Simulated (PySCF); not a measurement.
Steps of a relaxation of [Pb(SH)3]−

[Pb(SH)3]− (singlet). PySCF 2.14.0, RKS PBE, Pb def2-SVP with ECP60, S def2-SVP, H def2-SVP; non-relativistic Hamiltonian with scalar-relativistic core potentials where named; density fitting; no spin-orbit coupling. Origin of the start: displaced along the imaginary mode. Columns: position (Å) and force (eV/Å). Energies are counted from the last step; some of the 14 steps are shown. Forces carry noise of the integration grid, about 0.01 to 0.03 eV/Å.

Run from Python with OMP_NUM_THREADS=2. Where DIIS fails, smearing, a level shift and second-order steps follow.
It took 44 s on 2 threads of Arm Neoverse V1, on a shared host, from the converged density of the start.

```xyz
7
step 0  E = 0.082 eV
Pb    0.0000    0.0000    0.4026     0.01    0.00    0.01
S     2.3792   -0.0099   -0.8837     0.24    0.07    0.48
H     2.9798    0.2500    0.3419    -0.24   -0.08   -0.49
S    -1.1810    2.0654   -0.8837    -0.19    0.17    0.49
H    -1.7064    2.4556    0.3419     0.19   -0.17   -0.49
S    -1.1982   -2.0555   -0.8837    -0.06   -0.25    0.49
H    -1.2734   -2.7056    0.3419     0.05    0.25   -0.49
```

```xyz
7
step 4  E = 0.033 eV
Pb    0.0000    0.0000    0.4636     0.01    0.01   -0.01
S     2.3706   -0.2097   -0.8238     0.13    0.13    0.30
H     2.9592    0.4084    0.2617    -0.14   -0.14   -0.31
S    -1.0037    2.1578   -0.8238    -0.19    0.05    0.31
H    -1.8333    2.3585    0.2617     0.19   -0.05   -0.31
S    -1.3669   -1.9481   -0.8238     0.05   -0.18    0.31
H    -1.1259   -2.7670    0.2617    -0.05    0.19   -0.31
```

```xyz
7
step 9  E = 0.002 eV
Pb    0.0000    0.0000    0.5976     0.00   -0.01   -0.01
S     2.3289   -0.3514   -0.7276     0.07    0.08    0.09
H     2.9563    0.5242    0.1208    -0.06   -0.08   -0.08
S    -0.8601    2.1926   -0.7276    -0.10    0.02    0.09
H    -1.9321    2.2981    0.1208     0.10   -0.01   -0.08
S    -1.4688   -1.8412   -0.7276     0.03   -0.10    0.09
H    -1.0241   -2.8223    0.1208    -0.04    0.10   -0.08
```

Q: Where does the relaxation end?

A: It converges at step 13 in C3:
```xyz
7
step 13  E = 0
Pb    0.0000    0.0000    0.6034
S     2.3357   -0.3755   -0.7083
H     2.9458    0.5406    0.0996
S    -0.8426    2.2105   -0.7083
H    -1.9411    2.2809    0.0996
S    -1.4931   -1.8350   -0.7083
H    -1.0048   -2.8215    0.0996
```

Q: How did the contacts change?

A: 
| contact | start (Å) | end (Å) |
| --- | --- | --- |
| Pb1–S2 (SH) | 2.705 | 2.705 |
| Pb1–S4 (SH) | 2.705 | 2.705 |
| Pb1–S6 (SH) | 2.705 | 2.705 |
